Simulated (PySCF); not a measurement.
propylene glycol (C₃H₈O₂), singlet, at a GFN2-xTB geometry. Base run: DF-PBE/3-21G in PySCF.

The PySCF input:
```python
from pyscf import gto, scf, dft

mol = gto.M(
    atom='''
C     1.83324331    0.13638099    0.35090210
C     0.42691443    0.30654220   -0.21207806
O    -0.28124422    1.34971891    0.43155499
C    -0.38814764   -0.99223231   -0.10847029
O    -1.67642873   -0.82208827   -0.63781928
H     2.36667096    1.08275455    0.30757844
H     1.78849069   -0.19345144    1.38820166
H     2.38133734   -0.60316406   -0.22521041
H     0.47213216    0.61355869   -1.26229834
H    -0.25594914    1.19385292    1.38370519
H     0.09000513   -1.79465989   -0.67338889
H    -0.44945832   -1.29548663    0.95090902
H    -1.96390590    0.07140544   -0.40150486
''',
    basis='3-21g',
    verbose=4,
)

mf = dft.RKS(mol)
mf.xc = 'pbe'
mf = mf.density_fit(auxbasis='def2-universal-jkfit')
mf.kernel()
```

The base run was repeated with changes; each row names its change, and settings that it needs were set with it.

| change | basis functions | E (Eh) | HOMO (eV) | HOMO-LUMO gap (eV) | dipole (D) | core-seconds (rough) |
|---|---|---|---|---|---|---|
| base | 61 | -267.74258 | -4.94 | 6.57 | 2.40 | 10 |
| basis = STO-3G | 33 | -265.69093 | -1.66 | 8.52 | 1.85 | 8 |
| basis = 6-31G | 61 | -269.15289 | -5.48 | 6.35 | 2.71 | 10 |
| basis = pcseg-0 | 61 | … | … | … | … | 10 |
| basis = LANL2DZ | 61 | -269.21081 | -5.68 | 6.70 | 2.90 | 10 |
| basis = def2-SV(P) | 86 | -269.00857 | -5.61 | 6.08 | 2.25 | 20 |
| basis = 6-31G* | 86 | -269.22346 | -5.44 | 6.55 | 2.25 | 20 |
| basis = 6-31G** | 110 | … | … | … | … | 30 |
| basis = cc-pVDZ | 110 | -269.25141 | -5.51 | 6.13 | 2.05 | 30 |
| basis = 6-311G** | … | … | … | … | … | 30 |
| basis = 6-311+G(2d,p) | … | … | … | … | … | 40 |
| basis = aug-cc-pVDZ | 187 | -269.28747 | -6.04 | 5.25 | 2.30 | 50 |
| basis = def2-TZVP | 203 | -269.35671 | -5.96 | 5.92 | 2.24 | 50 |

Question: Complete the blanks.

Answer: 
- basis = pcseg-0, E (Eh): -268.48844
- basis = pcseg-0, HOMO (eV): -5.42
- basis = pcseg-0, HOMO-LUMO gap (eV): 6.02
- basis = pcseg-0, dipole (D): 2.72
- basis = 6-31G**, E (Eh): -269.24280
- basis = 6-31G**, HOMO (eV): -5.45
- basis = 6-31G**, HOMO-LUMO gap (eV): 6.59
- basis = 6-31G**, dipole (D): 2.22
- basis = 6-311G**, basis functions: 138
- basis = 6-311G**, E (Eh): -269.32024
- basis = 6-311G**, HOMO (eV): -5.72
- basis = 6-311G**, HOMO-LUMO gap (eV): 5.93
- basis = 6-311G**, dipole (D): 2.20
- basis = 6-311+G(2d,p), basis functions: 183
- basis = 6-311+G(2d,p), E (Eh): -269.33745
- basis = 6-311+G(2d,p), HOMO (eV): -6.06
- basis = 6-311+G(2d,p), HOMO-LUMO gap (eV): 5.51
- basis = 6-311+G(2d,p), dipole (D): 2.37

Totals compare only among sets that treat the same electrons; sets with core potentials leave the core out.
